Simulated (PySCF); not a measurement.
A structure optimised at B3LYP-D3(BJ)/def2-SVP, used in a PySCF frequency run:

```xyz
12

Te     0.1154     0.0438     0.7469
C      1.4828    -0.6360    -0.8469
C      1.6762     0.3628    -1.9758
H      1.0835    -1.5969    -1.1998
H      2.4212    -0.8379    -0.3103
H      2.0601     1.3248    -1.6039
H      0.7344     0.5650    -2.5094
H      2.3973    -0.0306    -2.7140
Si    -1.9058    -0.0009    -0.7475
H     -1.9804    -1.3112    -1.4584
H     -1.8884     1.0855    -1.7700
H     -3.0989     0.1736     0.1278
```
Charge 0, spin multiplicity 1.

**Question.** Write its SMILES and formula.

**Answer.** CC[Te][SiH3], C2H8SiTe

**Question.** What are its rotational constants (standard atomic weights)?

**Answer.** 2.9278, 2.3263, 1.4036 GHz
